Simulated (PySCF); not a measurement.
C2H5ClOSi, SMILES C=CO[SiH2]Cl.

The structure is a stationary point at B3LYP-D3(BJ)/def2-SVP. A frequency run showed that this geometry is not a minimum. The structure was generated by enumeration, and PubChem lists no compound with its InChIKey, so it may never have been made. One conformer was computed; it need not be the lowest.

Method: PBE/def2-TZVP (PySCF).

Symmetry labels are those of the subgroup Cs that the program uses (full group Cs).

Computed valence orbital energies around the gap with their symmetry:
| orbital | symmetry | energy (eV) |
|---|---|---|
| HOMO−7 | A" | -10.51 |
| HOMO−6 | A' | -9.90 |
| HOMO−5 | A' | -9.59 |
| HOMO−4 | A" | -9.01 |
| HOMO−3 | A' | -8.19 |
| HOMO−2 | A' | -8.08 |
| HOMO−1 | A" | -7.76 |
| HOMO | A" | -5.93 |
| LUMO | A' | -0.85 |
| LUMO+1 | A" | -0.76 |
| LUMO+2 | A' | -0.47 |
| LUMO+3 | A' | 0.48 |
